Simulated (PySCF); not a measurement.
Species: C8H9OP.
Numbering: `[CH3:1][C:2]#[C:3][P:4]([CH3:5])[c:6]1[cH:7][cH:8][o:9][cH:10]1` (hydrogens: H11, H12, H13 on C1; H14, H15, H16 on C5; H17 on C7; H18 on C8; H19 on C10)

Structure used (PBE0-D3(BJ)/def2-SVP), in Å, numbered top down from 1:
```
atom  x, y, z in Å
C1     3.5579    1.1874   -0.2098
C2     2.3251    0.4451   -0.3989
C3     1.2873   -0.1755   -0.5465
P4    -0.1788   -1.0870   -0.9382
C5    -0.0502   -2.4860    0.2640
C6    -1.4304   -0.0529   -0.1111
C7    -1.6725    1.3443   -0.3459
C8    -2.7660    1.6678    0.3967
O9    -3.2226    0.5887    1.0629
C10   -2.4133   -0.4461    0.7549
H11    3.4161    2.2488   -0.4665
H12    4.3622    0.7935   -0.8515
H13    3.9010    1.1375    0.8358
H14   -0.9564   -3.1055    0.1833
H15    0.8106   -3.1083   -0.0196
H16    0.0725   -2.1374    1.2993
H17   -1.0887    2.0107   -0.9773
H18   -3.3127    2.5946    0.5511
H19   -2.6560   -1.3972    1.2214
```

Computed with PySCF at PBE0/pcSseg-1, non-relativistic, on one gas-phase PBE0-D3(BJ)/def2-SVP geometry that isn't relaxed in the solvent. The solvent is an IEF-PCM continuum (Bondi radii, 1.10 Å for H, scaled by 1.2). Only the electrostatic response of the medium enters.

Gas phase at PBE0/pcSseg-1: HOMO -6.22 eV, LUMO 0.19 eV, dipole 1.69 D.

Q: What does the continuum do to the energy, the frontier levels and the dipole at PBE0/pcSseg-1 in benzene and chloroform?

A: 
| solvent | ε | E(solvent) − E(gas) (kcal/mol) | polarisation term (kcal/mol) | distortion of the solute (kcal/mol) | HOMO (eV) | LUMO (eV) | dipole (D) |
| --- | --- | --- | --- | --- | --- | --- | --- |
| benzene | 2.271 | -2.89 | -3.07 | 0.18 | -6.27 | 0.17 | 1.89 |
| chloroform | 4.711 | -4.68 | -5.16 | 0.48 | -6.33 | 0.13 | 2.00 |

The first energy column is the sum of the next two and covers electrostatics alone. From benzene to chloroform the lowering changes by a factor 1.62, Onsager's factor (ε − 1)/(2ε + 1) by 1.55 and ε itself by 2.1.

Q: Which radius a makes the point-dipole formula ΔE = −[(ε − 1)/(2ε + 1)]·μ²/a³ give the value in chloroform, with the gas-phase dipole?

A: μ = 0.663 au and |ΔE| = 0.00746 Eh give a = 1.46 Å; the farthest nucleus lies 4.53 Å from the centroid of the nuclei, so such a sphere wouldn't even hold the nuclei. The formula assumes a rigid point dipole at the centre of a sphere.

Q: Give the dipole vector in the frame of the coordinates (D, pointing from negative to positive charge), gas and chloroform.

A: Gas (1.32, 0.52, 0.92), solvent (1.50, 0.54, 1.20). Its length changes by +18 % and its direction by 4°.

Q: Which Hirshfeld charges (PBE0/pcSseg-1) respond most in benzene (means over atoms taken as equivalent)?

A: 
```json
{"atoms": "P4", "environment": "phosphine phosphorus", "gas (e)": "+0.175", "solvent (e)": "+0.165", "change": "-0.010"}
{"atoms": "C3", "environment": "alkyne carbon", "gas (e)": "-0.143", "solvent (e)": "-0.151", "change": "-0.008"}
{"atoms": "H19", "environment": "aromatic hydrogen", "gas (e)": "+0.061", "solvent (e)": "+0.066", "change": "+0.005"}
{"atoms": "H18", "environment": "aromatic hydrogen", "gas (e)": "+0.065", "solvent (e)": "+0.070", "change": "+0.005"}
{"atoms": "O9", "environment": "furan-type oxygen", "gas (e)": "-0.067", "solvent (e)": "-0.071", "change": "-0.004"}
{"atoms": "H11/H12/H13", "environment": "methyl hydrogen", "gas (e)": "+0.061", "solvent (e)": "+0.065", "change": "+0.004"}
{"atoms": "C6", "environment": "substituted aromatic carbon", "gas (e)": "-0.092", "solvent (e)": "-0.095", "change": "-0.003"}
{"atoms": "C7", "environment": "aromatic CH carbon", "gas (e)": "-0.091", "solvent (e)": "-0.094", "change": "-0.003"}
{"atoms": "H14/H15/H16", "environment": "methyl hydrogen", "gas (e)": "+0.045", "solvent (e)": "+0.047", "change": "+0.002"}
{"atoms": "H17", "environment": "aromatic hydrogen", "gas (e)": "+0.056", "solvent (e)": "+0.059", "change": "+0.003"}
{"atoms": "C2", "environment": "alkyne carbon", "gas (e)": "-0.037", "solvent (e)": "-0.039", "change": "-0.002"}
{"atoms": "C5", "environment": "sp3 carbon bound to phosphorus", "gas (e)": "-0.159", "solvent (e)": "-0.158", "change": "+0.001"}
```

Q: How do the nuclear quadrupole coupling constants eQVzz/h respond in benzene?

A: 
| nucleus | Q (barn) | gas (MHz) | solvent (MHz) | η gas | η solvent |
| --- | --- | --- | --- | --- | --- |
| 17O at O9 | -0.0256 | -8.68 | -8.62 | 0.02 | 0.02 |
